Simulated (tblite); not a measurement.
A tight-binding relaxation on `C#CC[C@H]1C[C@H](C#N)C1`.

Computed with GFN2-xTB geometry optimisation, gas phase (tblite 0.8.0). Start geometry: from a force field or distance geometry. A driver script takes a list of jobs; this job's settings line and coordinates (Å) are shown.

Command:
```bash
OMP_NUM_THREADS=1 python probes_run.py task.json out
```

Input:
```
{"job": {"kind": "relax", "xc": "GFN2-xTB", "basis": "xTB"}, "charge": 0, "multiplicity": 1}
C      3.608700    -0.088700     0.185600
C      2.504600    -0.201300    -0.333200
C      1.210200    -0.355600    -0.954500
C      0.182400     0.498900    -0.243700
C     -1.198000     0.399600    -0.815300
C     -1.684200    -0.371800     0.382700
C     -2.809800     0.304900     0.995000
N     -3.694700     0.836000     1.504500
C     -0.361100    -0.040900     1.054000
H      4.534100     0.030000     0.623300
H      0.917100    -1.424000    -1.026200
H      1.276700     0.086000    -1.991600
H      0.521500     1.543500    -0.138700
H     -1.678200     1.362400    -0.997000
H     -1.246700    -0.205500    -1.751700
H     -1.774000    -1.467100     0.273300
H     -0.504200     0.776700     1.797300
H      0.186800    -0.926000     1.424500
```

Output:
```
step      E/eV     max force
  0    -666.83870    3.707
  1    -666.68118   10.874
  2    -667.05604    1.305
  3    -667.10612    0.698
  4    -667.13865    1.268
  5    -667.15983    2.062
  6    -667.19052    0.340
  7    -667.19573    0.237
  8    -667.20424    0.446
  9    -667.20696    0.304
... (50 lines left out)
 60    -667.22574    0.022
 61    -667.22580    0.016
 62    -667.22584    0.017
 63    -667.22587    0.015
 64    -667.22591    0.017
 65    -667.22596    0.018
 66    -667.22602    0.019
 67    -667.22607    0.015
 68    -667.22609    0.011
 69    -667.22611    0.009
```

«max force» is the largest atomic force in eV/Å.

Q: From which step on does the largest force stay under 0.1 eV/Å, and how much energy is left to gain from there?

A: From step 18 (0.073 eV/Å), 6.2 meV above the end.

In short: energy lowered by 8.9 kcal/mol over 69 steps; largest atomic force 0.009 eV/Å at the end.

Q: Where do the atoms end?

A: 0.119 Å rms from the input after alignment:
```
atom  x, y, z in Å
C1     3.5269   -0.1233    0.2949
C2     2.5043   -0.2105   -0.3197
C3     1.2390   -0.2935   -1.0219
C4     0.1764    0.5529   -0.3225
C5    -1.2444    0.3771   -0.8880
C6    -1.6733   -0.3357    0.4155
C7    -2.7927    0.2587    1.0857
N8    -3.6743    0.7614    1.6141
C9    -0.2917   -0.0121    1.0308
H10    4.4336   -0.0535    0.8174
H11    0.9200   -1.3397   -1.0589
H12    1.3733    0.0599   -2.0489
H13    0.5149    1.5895   -0.2760
H14   -1.7706    1.3151   -1.0558
H15   -1.3169   -0.2355   -1.7847
H16   -1.8600   -1.4050    0.2920
H17   -0.3382    0.7279    1.8273
H18    0.2649   -0.8767    1.3871
```

Q: Estimate the wall time. Hardware: Intel Xeon at 2.50 GHz, one thread, shared host.

A: About 1.3 s.
Labels such as C1 count atoms from 1, the log's own numbers from 0.
